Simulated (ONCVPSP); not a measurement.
## germanium (Ge): variants of one ONCV potential

Base potential:

ONCVPSP 4.0.1 input, shortened (lines: element, Z, core and valence counts, functional; n l f; lmax; l rc ep ncon nbas qcut; lloc lpopt rc5 dvloc0; l nproj debl; icmod fcfact rcfact), LDA (Perdew-Zunger), scalar-relativistic:

```
  Ge 32.00    3    4        3      upf
    1    0    2.00
    2    0    2.00
    2    1    6.00
    3    0    2.00
    3    1    6.00
    3    2   10.00
    4    0    2.00
    2
    0    1.20    0.00    4    7   10.70
    1    0.85    0.00    4    9   19.60
    2    1.00    0.00    4    8   14.40
    4    5    0.65    0.00
    0    2    1.30
    1    2    2.50
    2    3    1.30
    3    3.25    1.60
```

In the p channel the program set the typed energies aside and used -4.978, 0.250 Ha. In the d channel the program set the typed energies aside and used -1.821, 0.250, 1.550 Ha.

All-electron outer shells of the reference configuration (LDA (Perdew-Zunger), scalar-relativistic, ld1.x):

```json
{"shell": "2p", "level (eV)": "-1218.20", "outermost node (bohr)": "–", "outermost maximum (bohr)": "0.14"}
{"shell": "3s", "level (eV)": "-187.80", "outermost node (bohr)": "0.26", "outermost maximum (bohr)": "0.54"}
{"shell": "3p", "level (eV)": "-135.45", "outermost node (bohr)": "0.23", "outermost maximum (bohr)": "0.54"}
{"shell": "3d", "level (eV)": "-49.54", "outermost node (bohr)": "–", "outermost maximum (bohr)": "0.50"}
{"shell": "4s", "level (eV)": "-29.63", "outermost node (bohr)": "0.77", "outermost maximum (bohr)": "1.66"}
```

Cutoffs, loose and tight: the cutoffs (Ha) at which the residual kinetic energy of the hardest occupied pseudo-wave falls to 1 and 0.1 mHa per electron. They do not see the model core or the augmentation charge, which bear on the density cutoff. Test errors are all-electron minus pseudo excitation energies from the reference, over the configurations 3s2 3p6 3d10 4s2 4p2; 3s2 3p6 3d10 4s2 4p1; 3s2 3p6 3d10 4s1; 3s2 3p6 3d10 4s0 4p4. A dash means not determined; rows that change the core or the reference have their own tests.

A true bound ghost makes a file unfit for plane-wave use even where its test errors are small: the radial tests pick states by their node count and pass the ghost by.

| change | outcome | cutoff, loose | cutoff, tight | bound ghosts | GHOST(+) flags above zero | largest test error (meV) |
| --- | --- | --- | --- | --- | --- | --- |
| base | generated, projector energies reset by the program | 92 Ha | 119 Ha | none | d | -4.5 |
| functional PBE | generated, projector energies reset by the program | 92 Ha | 119 Ha | none | d | -4.7 |
| s: qcut 10.3; p: qcut 18.8; d: qcut 13.8 | generated, projector energies reset by the program | 88 Ha | 151 Ha | none | d | -4.5 |
| d: debl 4.65 | generated, projector energies reset by the program | 92 Ha | 119 Ha | none | none | -4.5 |
| reference 3s2 3p6 3d10 4s1.5 4p2.5; wave 3p: rc 0.85 bohr, ncon 4, nbas 9, qcut 19.6 1/bohr, 2 projectors, debl 2.5 Ha becomes 3p+4p: rc 0.85 bohr, ncon 4, nbas 9, qcut 19.6 1/bohr, 2 projectors | generated | 92 Ha | 119 Ha | d | d | -0.9 |
| core correction Teter function, fcfact 3.25, rcfact 1.84 | generated, projector energies reset by the program | 92 Ha | 119 Ha | none | d | -4.5 |
| p: qcut 24.9 | generated, projector energies reset by the program | 186 Ha | 217 Ha | none | d | -5.6 |
| d: ncon 5, nbas 9 | generated, projector energies reset by the program | 99 Ha | 250 Ha | none | d | -4.4 |
| core correction none | generated, projector energies reset by the program | 92 Ha | 119 Ha | none | d | -4.0 |
| core correction Teter function, fcfact 7.9, rcfact 1.6 | generated, projector energies reset by the program | 92 Ha | 119 Ha | none | d | -4.6 |
| all radii but the core radius scaled by about 0.75 (s 0.90, p 0.64, d 0.76 bohr); local potential polynomial inside 0.50 bohr (lpopt 5, dvloc0 0 Ha) | generated, projector energies reset by the program | 365 Ha | 431 Ha | d | s, d | -3.0 |
